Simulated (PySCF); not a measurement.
# How methods differ on the ionisation energy of Cu⁺

Cu⁺ [Ar] 3d10 (1S) → Cu²⁺ [Ar] 3d9 (2D), as a difference of total energies. Computed with PySCF 2.14 in aug-cc-pVQZ-PP with ECP10MDF (7s7p6d4f3g2h, 135 functions), with a scalar-relativistic core potential. Correlated levels: valence: 3s2 3p6 frozen. The calculations carry no spin-orbit coupling.

```json
{"method": "UHF", "ionisation energy (eV)": "17.119"}
{"method": "LDA", "ionisation energy (eV)": "21.476"}
{"method": "PBE", "ionisation energy (eV)": "20.740"}
{"method": "PBE0", "ionisation energy (eV)": "20.095"}
{"method": "r2SCAN", "ionisation energy (eV)": "20.105"}
{"method": "TPSSh", "ionisation energy (eV)": "20.194"}
{"method": "revPBE", "ionisation energy (eV)": "20.566"}
{"method": "M06-2X", "ionisation energy (eV)": "20.204"}
{"method": "MP2 (valence)", "ionisation energy (eV)": "20.944"}
{"method": "SCS-MP2 (valence)", "ionisation energy (eV)": "20.502"}
```

Task: How much does correlation contribute at MP2 (valence)?

Result: 20.944 − (17.119) = 3.825 eV, measured against UHF.

The reference lies between the lowest fine-structure levels, while these numbers refer to the centres of the terms.

For comparison: 20.292 eV (measured; NIST Atomic Spectra Database, ionization energies).
